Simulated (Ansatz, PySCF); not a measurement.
Mo(O)2(Cl)(SH) (ClHMoO2S), SMILES [O]=[Mo](=[O])([SH])[Cl], multiplicity 1. Atoms are numbered in the order given.

```xyz
6

Mo     0.2354    -0.1256     0.0919
O      1.3873    -0.7843    -0.9151
O      0.7186    -0.3177     1.6727
Cl    -0.0578     2.0672    -0.3990
S     -1.7323    -1.3373    -0.1436
H     -1.5338    -1.5459    -1.4679
```

The structure is a stationary point at PBE0-D3(BJ)/def2-SVP. The multiplicity is an assumed one; no other spin state was optimised. The structure was generated by enumeration; whether it is a known compound was not checked. The def2 effective core potentials stand for the cores of Mo; spin–orbit coupling is left out. Other conformers were not sampled.

Two levels are set side by side: PBE-D3(BJ)/def2-SVP (Ansatz, a program for electronic structure) and PBE0-D3(BJ)/def2-SVP (Ansatz). Each level has its own optimised geometry; the coordinates shown are those of the second. Frequencies come from the Hessian of PySCF at each geometry. Differences are taken from unrounded values.

```
quantity                            PBE0-D3(BJ)  PBE-D3(BJ)  PBE-D3(BJ) minus PBE0-D3(BJ)
----------------------------------  -----------  ----------  ----------------------------
mean bond length (Å)                      1.855       1.874                         0.019
bond Mo1–O2 (Å)                           1.666       1.693                         0.027
bond Mo1–O3 (Å)                           1.664       1.691                         0.027
bond Mo1–Cl4 (Å)                          2.266       2.279                         0.013
bond Mo1–S5 (Å)                           2.323       2.338                         0.015
bond S5–H6 (Å)                            1.355       1.367                         0.012
highest harmonic wavenumber (cm⁻¹)         2693        2595                           -98
mean harmonic wavenumber (cm⁻¹)             637         608                           -28
zero-point energy (kcal/mol)              10.92       10.43                         -0.49
```

Exact exchange shortens and stiffens bonds; PBE has none. Differences between two approximate levels are no errors against the true value.
